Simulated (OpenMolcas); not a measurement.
Nb: from CASSCF to CASPT2

* Program: OpenMolcas
* Basis: ANO-RCC-VTZP [7s6p4d2f1g]
* Scalar Hamiltonian: DKH2, point nucleus
* Active space: 5 electrons in 6 orbitals (4d 5s)
* State averaging: 2S+1 = 6 even, 6 roots; 2S+1 = 4 even, 66 roots kept (CI in the orbitals of an earlier block); 2S+1 = 2 even, 98 roots kept (CI in the orbitals of an earlier block)
* Spin-orbit coupling: RASSI with atomic mean-field integrals over the reference wave functions, term energies averaged over their components

Methods on the same reference wave functions:
A. CASSCF
B. SS-CASPT2, IPEA 0.25 Eh, imaginary shift 0.1 Eh (closed shells correlated: 4s 4p)
C. MS-CASPT2, IPEA 0.25 Eh, imaginary shift 0.1 Eh (closed shells correlated: 4s 4p)

Energies in cm-1 above 4d4 5s 6D 1/2, the measured ground level; measured values from NIST Handbook of Basic Atomic Spectroscopic Data.

```csv
Level,A,B,C,Measured
4d4 5s 6D 1/2,0.0,0.0,0.0,0.0
4d4 5s 6D 3/2,141,157,147,154
4d4 5s 6D 5/2,366,393,380,392
4d4 5s 6D 7/2,664,679,688,695
4d4 5s 6D 9/2,1024,994,1086,1050
4d3 5s2 4F 3/2,9722,1750,-525,1143
4d3 5s2 4F 5/2,10022,2060,-163,1587
4d3 5s2 4F 7/2,10410,2460,312,2154
4d4 5s 4P 1/2(1),10648,5810,4540,
4d3 5s2 4F 9/2 [70 %],10855,2950,852,2805
4d4 5s 4P 3/2(1),11056,6190,4740,
4d4 5s 4P 5/2(1),11740,6880,5150,
4d4 5s 4D 1/2(1),14203,8190,8130,
4d4 5s 4D 3/2(1),14438,8470,8400,
4d4 5s 4D 5/2(1),14766,8810,8740,
4d4 5s 4H 7/2,14976,12650,12580,
4d4 5s 4D 7/2(1),15178,9220,9160,
4d4 5s 4H 11/2,15289,12880,12850,
4d4 5s 4H 13/2,15521,13140,13110,
4d5 6S 5/2,16550,12580,12550,
4d4 5s 4G 5/2 [73 %],17185,14190,13860,
4d4 5s 4G 7/2 [60 %],17336,14440,13970,
4d4 5s 4G 11/2,17869,14850,14770,
4d3 5s2 2G 7/2,18429,10420,10390,
```

C puts 4d3 5s2 4F 3/2 lowest.

Deviations, from unrounded energies. A percentage is the sum of absolute deviations over the sum of measured energies, with the sign that they share, or ± where signs differ.

```
                  Against measurement  Levels       A      B      C
       mean absolute deviation (cm-1)       8    4200    200    910
fine structure of the ground term (%)       4    -4.2   ±3.3   ±2.7
             other configurations (%)       4  +433.3  +19.8  -93.8
```

B lies closest to measurement on these levels and A furthest from it. The largest miss of B in the table is 4d3 5s2 4F 3/2, by +610 cm-1. The ranking rests on the paired levels alone, and a cruder setting can come out closer through cancelling errors.

Between B and C the level of the table that moves most is 4d3 5s2 4F 3/2, by 2300 cm-1 (lowest in C, highest in B). Moves below CASPT2's spread within the term are not significant.

The mean deviations of B to C differ by less than CASPT2's widest spread within a term (1600 cm-1), so their order carries little weight.

From A to B the spin-free energies of the other terms of 4d4 5s shown, above 6D, scale by factors of 0.54 to 0.84.

The lowest spin-free term lies below A's lowest term by 0.352 hartree in B, 0.353 hartree in C.

CASPT2 breaks the degeneracy within a term, and the mean is taken; among the terms shown or strongly mixed into the levels shown the widest spread is 1600 cm-1 (4d3 5s2 4F, C). Over all roots computed the reference weight is 0.85 to 0.90 in B, 0.85 to 0.90 in C; the roots of lowest weight are the least certain, and an intruder state may touch them. Terms from blocks run as CI alone lack orbitals of their own. Configurations are named by rounded mean occupations; where the s occupation lies near a half they are strongly mixed, a name can repeat and a true partner stay unpaired. A single d shell beside an s shell can misplace configurations of different d count against each other. The CASPT2 spread within a term exceeds the gap to the next term for 4d4 5s 2H and 4d4 5s 4G, so the order of their levels is uncertain, and so are names and mixing where such terms share a J (figures for B; the like holds for C). Without dynamic correlation excited terms often stand tens of per cent too high (terms of higher spin than the ground term too low), and those without a measured partner can miss by more than the paired ones (holds for A). Blocks of more than 70 roots (2S+1 = 2 even) ran without multistate coupling (holds for C). Some levels mix across a computed gap that differs much from the measured one, so their mixing is not that of the real levels (holds for C). The lowest computed level is not the ground level that NIST lists (6D1/2) (holds for C). Measured partners are found by configuration, term and J. A level has none where our copy of the source lacks it or the pairing is in doubt (some pairs that miss far off the trend of their configuration count as doubtful), and it then counts in no deviation. Levels of configurations outside the active space are missing. The table leaves out levels that lie high or whose names do not pair safely across all columns.

A share in square brackets marks a mixed level and gives the weight of the term that names it, the lowest over the columns. A number in round brackets counts repeated terms of one configuration in the order of the reference energies.
